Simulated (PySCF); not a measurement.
2,2-difluoro-4-methyl-1,3-dioxole (C4H4F2O2), SMILES CC1=COC(F)(F)O1.

Geometry: PBE0-D3(BJ)/def2-SVP. Other conformers were not sampled.

Two levels are set side by side: PBE/def2-TZVP (PySCF) and CAM-B3LYP/def2-TZVP (PySCF). Same geometry, gas phase. Differences are taken from unrounded values.

```tsv
quantity	CAM-B3LYP	PBE	PBE minus CAM-B3LYP
orbital gap (eV)	9.68	4.96	-4.72
highest occupied level (eV)	-8.17	-5.51	2.66
lowest empty level (eV)	1.51	-0.55	-2.06
dipole moment (D)	3.63	3.26	-0.37
```

Without exact exchange PBE keeps part of each electron's self-repulsion, which lifts occupied levels and narrows the gap. Differences between two approximate levels are no errors against the true value.

Rough cost on one machine, each run with all the roots and properties that it gave: CAM-B3LYP against PBE within a factor of 2.
